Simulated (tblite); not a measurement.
Species: C6H12ClFO.
Atom-mapped SMILES: `[CH3:1][CH:2]([CH3:3])[O:4][C@@H:5]([CH3:6])[C@@H:7]([F:8])[Cl:9]` (hydrogens: H10, H11, H12 on C1; H13 on C2; H14, H15, H16 on C3; H17 on C5; H18, H19, H20 on C6; H21 on C7)

Computed with GFN2-xTB (tblite), gas phase: L-BFGS steps from a force-field or distance-geometry start until the largest atomic force falls under 0.01 eV/Å.

Geometry at step 39:
```
atom  x, y, z in Å
C1     -2.1219    1.0080   -0.3823
C2     -1.2242   -0.0125    0.3185
C3     -1.9192   -1.3677    0.4161
O4     -0.0065   -0.1777   -0.4145
C5      1.2020    0.1045    0.2512
C6      2.0888   -1.1357    0.2859
C7      1.8585    1.2707   -0.5072
F8      1.0506    2.3600   -0.4070
Cl9     3.4362    1.7170    0.1895
H10    -2.6428    0.5420   -1.2150
H11    -2.8575    1.3888    0.3208
H12    -1.5203    1.8338   -0.7525
H13    -0.9858    0.3581    1.3282
H14    -1.2585   -2.0923    0.8831
H15    -2.1625   -1.7075   -0.5864
H16    -2.8313   -1.2809    0.9982
H17     1.0103    0.4639    1.2756
H18     2.2719   -1.4661   -0.7312
H19     1.5749   -1.9216    0.8312
H20     3.0305   -0.9263    0.7806
H21     1.9979    1.0584   -1.5738
```

**Question.** What forces act on the atoms?

**Answer.** 
```tsv
atom	Fx (eV/Å)	Fy (eV/Å)	Fz (eV/Å)
C1	0.011	-0.013	0.032
C2	0.038	0.045	-0.036
C3	0.048	0.042	0.009
O4	-0.012	0.029	0.154
C5	-0.042	0.086	0.009
C6	-0.025	0.066	-0.015
C7	0.031	0.014	0.054
F8	0.025	0.048	-0.068
Cl9	-0.055	-0.051	-0.034
H10	0.073	0.061	-0.042
H11	-0.022	0.017	-0.027
H12	-0.043	0.009	0.023
H13	-0.015	-0.048	-0.074
H14	-0.030	-0.056	0.029
H15	-0.003	-0.075	0.017
H16	-0.017	-0.008	0.012
H17	0.007	-0.071	-0.047
H18	0.032	-0.076	-0.015
H19	-0.014	-0.039	-0.040
H20	0.052	0.040	-0.013
H21	-0.038	-0.021	0.071
```

The largest, 0.16 eV/Å, acts on O4; the rms over all components is 0.046 eV/Å. The forces sum to zero within rounding, as they must for an isolated molecule in no field.

**Question.** Give the force on O4 in Eh/bohr and in nN.

**Answer.** 0.157 eV/Å ÷ 51.422 = 0.00306 Eh/bohr, and 0.157 eV/Å × 1.602 = 0.25 nN.

**Question.** How far is this geometry from the end of the optimisation?

**Answer.** 0.085 eV above it, and 0.701 Å rms away after alignment. The bonds farthest from their final lengths, with half the difference of the two atoms' forces along the bond (positive lengthens):

```csv
bond,now (Å),final (Å),force along bond (eV/Å)
C1–C2,1.529,1.524,-0.03
C5–H17,1.102,1.099,-0.06
C2–C3,1.526,1.529,0.00
C7–Cl9,1.781,1.778,-0.06
C2–H13,1.102,1.099,-0.04
C2–O4,1.431,1.428,-0.07
```

The angle farthest from its final value is C1–C2–O4, 110.0° against 106.5°.

The cost below is that of the whole relaxation. On one thread, Arm Neoverse N1 (aarch64), shared host with 64 logical CPUs at a one-minute load of 60, this took 3.1 s.
